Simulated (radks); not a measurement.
Results of a calculation; reference values are marked as such.
Problem. The sulfur anion S2-, [Ar], held by a Watson sphere: a shell of charge +2 at radius R that stands for the Madelung well of a crystal (potential energy -2/R inside, -2/r outside, in hartree with lengths in bohr). Code: a radial shooting solver on a logarithmic mesh with Libxc functionals. Model: scalar-relativistic Kohn-Sham, LDA (Slater exchange, VWN5 correlation), spin-unpolarised, spherical densities, point nucleus. Response by self-consistent Sternheimer equations with the Hartree and adiabatic LDA kernel, the relativistic mass of each level held fixed and spin-orbit coupling left out. The sphere does not respond.

| R (bohr) | e(2p) (eV) | e(3s) (eV) | e(3p) (eV) | <r> 3p (bohr) | sum of <r^2> (bohr^2) | X-ray form factor at sin(theta)/lambda = 0.3 1/angstrom | alpha (bohr^3) |
|---|---|---|---|---|---|---|---|
| 3.04 | -152.90 | -15.677 | -6.383 | 2.324 | 48.95 | 8.967 | 43.10 |
| 3.18 | -152.79 | -15.376 | -6.112 | 2.353 | 50.15 | 8.972 | 46.80 |
| 3.2 | -152.78 | -15.335 | -6.074 | 2.358 | 50.33 | 8.972 | 47.36 |
| 3.72 | -152.32 | -14.368 | -5.158 | 2.458 | 54.67 | 8.990 | 63.94 |
| 4.17 | -151.91 | -13.685 | -4.473 | 2.536 | 58.29 | 9.000 | 82.30 |
| 4.63 | -151.51 | -13.104 | -3.871 | 2.607 | 61.95 | 9.007 | 105.9 |

Estimate the row for R = 3.19 bohr.

Solution. e(2p) (eV) -152.78; e(3s) (eV) -15.355; e(3p) (eV) -6.093; <r> 3p (bohr) 2.356; sum of <r^2> (bohr^2) 50.24; X-ray form factor at sin(theta)/lambda = 0.3 1/angstrom 8.972; alpha (bohr^3) 47.08.
